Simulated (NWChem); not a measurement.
## Atomisation of HClGe

```xyz
3

Ge    -0.5056    -0.5538     0.0000
H      0.6420    -1.6838     0.0000
Cl     0.9140     1.1416     0.0000
```
Charge 0, spin multiplicity 1.

Program: NWChem. Structure: optimised with B3LYP/def2-SVP, a minimum by its harmonic frequencies.

Basis set: def2-TZVP. The atomisation energy is electronic alone: no zero-point, thermal, spin-orbit or counterpoise terms. No value is extrapolated to the basis-set limit. Free atoms are single determinants with multiplicities Ge 3, H 2, Cl 2. Correlated methods freeze the same cores in atoms and molecule, 14 orbitals in all.

The Hamiltonian is non-relativistic. B3LYP has NWChem's definition, with VWN1-RPA local correlation. The structure started from a generated list of species. No SCF solution was tested for a lower state. Open-shell Hartree-Fock references start from PBE0 orbitals.

Order these methods by the atomisation energy they give, lowest first: HF, PBE0, BP86, PBE, MP2.

HF (112.7 kcal/mol), MP2 (158.5 kcal/mol), PBE0 (162.8 kcal/mol), PBE (167.4 kcal/mol), BP86 (169.8 kcal/mol)
